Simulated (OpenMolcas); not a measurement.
# Cr2+ in a point-charge field

Cr2+ among 4 point charges of -1.3 e arranged as a tetrahedron (Td), 2.05 Å from the ion.
```
   1.1836    1.1836    1.1836  -1.30
   1.1836   -1.1836   -1.1836  -1.30
  -1.1836    1.1836   -1.1836  -1.30
  -1.1836   -1.1836    1.1836  -1.30
```

- Program: OpenMolcas 26.06
- Method: SS-CASPT2, IPEA 0.25 Eh, imaginary shift 0.1 Eh (closed shells correlated: 3s 3p)
- Basis: ANO-RCC-VDZP [5s4p2d1f]
- Scalar Hamiltonian: DKH2, point nucleus
- Active space: 4 electrons in 5 orbitals (3d)
- State averaging: 2S+1 = 5 even, 5 roots; 2S+1 = 3 even, 45 roots; 2S+1 = 1 even, 50 roots
- Spin-orbit coupling: state interaction with AMFI integrals over the reference wave functions

The lowest spin-free states (labels of Td), above the lowest:

```tsv
State	Degeneracy	E (cm-1)	Free-ion L (%)
5T2	3	0	D (100)
5E	2	1960	D (100)
3T1	3	17420	H (86)
3T2	3	17860	H (95)
3T1	3	18090	P (69)
3T1	3	18240	H (81)
3E	2	18880	H (98)
3T2	3	19250	F (77)
3A2	1	19950	F (100)
3T1	3	20300	F (60)
3T2	3	20880	G (81)
3E	2	22080	G (98)
3A1	1	22870	G (100)
3T1	3	23090	G (85)
1A1	1	26140	G (58)
3T2	3	26320	D (99)
1A1	1	26330	I (63)
1T1	3	26460	G (78)
1T2	3	26620	I (98)
1T1	3	26630	I (78)
```

The lowest levels with spin-orbit coupling:

```tsv
E (cm-1)	Degeneracy	Label	2S+1
0	1	A1	5
26	3	T1	5
50	3	T2	5
220	2	E	5
230	3	T1	5
360	3	T2	5
2150	1	A2	5
2160	3	T2	5
2170	2	E	5
2180	3	T1	5
2180	1	A1	5
17290	1	A1	3
17490	3	T1	3
17620	2	E	3
17660	3	T2	3
17820	1	A1	3
17940	3	T1	3
18010	2	E	3
18060	3	T1	3
18100	3	T2	3
```

Powder χT (cm3 K/mol): 0.149 at 2 K, 0.723 at 10 K, 1.55 at 50 K, 1.85 at 100 K, 2.28 at 200 K, 2.53 at 300 K. The effective moment at 300 K is 2.828 √(χT) = 4.50 μB.

The lowest level has 2S+1 = 5, for which the spin-only value is χT = S(S+1) / 2 = 3.000 cm3 K/mol (g = 2). The computed 2.534 at 300 K differs by -0.466, through orbital momentum, spin-orbit coupling and any other state in reach. With a threefold ground state the orbital momentum is unquenched, so the spin-only value is not expected to hold.

Roots that are degenerate in the reference are averaged as groups; the widest CASPT2 spread within a group is 480 cm-1 (the 3-fold group of multiplicity 3 near 45300 cm-1 above the lowest state of its run). Shifts and gaps below about the spread of the groups concerned are not significant. An orbital triplet at a regular site is open to Jahn-Teller coupling, which can distort the site and quench the lowest spin-orbit gaps and is left out. The ground term spreads over less than 5000 cm-1, several times less than with real ligands, so orbital moments are less quenched and χT lies further from the spin-only value than at real sites. Free-ion shares, where given, are those of the reference states; single-state CASPT2 does not remix them. Point charges carry no covalency, so the field is a model and not that of real ligands. No measured value stands beside these numbers.
